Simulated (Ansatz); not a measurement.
The same ligand exchange along the group F, Cl, Br, I.

Isolated molecules relaxed with PBE0-D4/def2-TZVP in Ansatz; ΔE leaves out vibrations. CBS: MP2 limit from def2 TZ/QZ plus the TZ coupled-cluster correction, frozen cores. This one scheme is used for every species. DFT in def2-TZVPP. def2 core potentials past Kr. For Br, Ge, I outer-core shells are correlated without core-valence functions, which leaves a few kJ/mol of doubt a bond. Scalar relativity is left out up to krypton. One conformer a species, not always the lowest.

```
                                        reaction  CCSD(T)/CBS(def2) (eV)
 `[F][GeH3]` + `BNC=C` → `B[N]([GeH3])C=C` + H–F                    0.48
`[Cl][GeH3]` + `BNC=C` → `B[N]([GeH3])C=C` + HCl                    0.69
`[GeH3][Br]` + `BNC=C` → `B[N]([GeH3])C=C` + HBr                       ?
  `[GeH3][I]` + `BNC=C` → `B[N]([GeH3])C=C` + HI                    0.85
```

Task: Fill in the missing values. (Best estimate.)

Result: Ansatz gave: `[GeH3][Br]` + `BNC=C` → `B[N]([GeH3])C=C` + HBr: +0.80 eV.

Largest T1 diagnostic: 0.013, for `BNC=C`.
